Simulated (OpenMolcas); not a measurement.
**Pd2+: moving or changing the point charges**

Pd2+ among 8 point charges of -1.2 e arranged as a cube (Oh), 2.04 Å from the ion.

```yaml
Program: OpenMolcas
Method: CASSCF
Basis: ANO-RCC-VDZP [6s5p3d1f]
Scalar_Hamiltonian: DKH2, point nucleus
Active_space: 8 electrons in 5 orbitals (4d)
State_averaging: 2S+1 = 3 even, 10 roots; 2S+1 = 1 even, 15 roots
Spin-orbit_coupling: RASSI with atomic mean-field integrals over the reference wave functions
```

Runs around this geometry, states (labels of O, the rotations of Oh). Energies in cm-1 above the lowest state or level, χT in cm3 K/mol; under a threefold ground state the first gap can be a small split of the lowest multiplet, not the spin-orbit step; 10Dq and B are least-squares fits to the states below 45000 cm-1, weighted by degeneracy, with a free offset, and given where the rms deviation is under 5 % of |10Dq| (or 100 cm-1) and under 700 cm-1; 10Dq is negative for this site.

| R (Å) | q (e) | Ground state | First state of that spin | 10Dq | B (rms of fit) | First gap with spin-orbit (degeneracies) | χT at 300 K | First state of another spin |
| --- | --- | --- | --- | --- | --- | --- | --- | --- |
| 2.04 | -0.6 | 3T1 | 3T2 2113 | -2492 | 930 (43) | 537.2 (1, 3) | 2.547 | 1T2 12886 |
| 1.87 | -1.2 | 3T1 | 3T2 6584 | -7381 | 915 (167) | 898.2 (1, 3) | 1.596 | 1T2 13618 |
| 2.04 | -1.2 | 3T1 | 3T2 4427 | -5053 | 923 (108) | 789.6 (1, 3) | 1.862 | 1T2 13400 |
| 2.26 | -1.2 | 3T1 | 3T2 2756 | -3210 | 928 (65) | 631.3 (1, 3) | 2.277 | 1T2 13083 |

Taking |10Dq| as R^-n, n = -ln(3210 / 7381) / ln(2.26 / 1.87) = 4.4 between the shortest and longest distance. The point-charge formula for a cubic d site gives n = 5.

Scaling the charges by -0.6 / -1.2 = 0.50 scales |10Dq| by 2492 / 5053 = 0.49; with fixed orbitals a first-order splitting would follow the charge.

An orbital triplet at a regular site is open to Jahn-Teller coupling, which can distort the site and quench the lowest spin-orbit gaps and is left out. Without dynamic correlation the repulsion within the d shell is too large (B by tens of per cent), so at a given field states of lower spin stand too high. Real 4d8 and 5d8 ions are as a rule square planar and diamagnetic. The ground term spreads over less than 5000 cm-1, several times less than with real ligands, so orbital moments are less quenched and χT lies further from the spin-only value than at real sites (holds for R = 2.04, q = -0.6). This is an electrostatic model: the charges have no orbitals. No measured value stands beside these numbers.
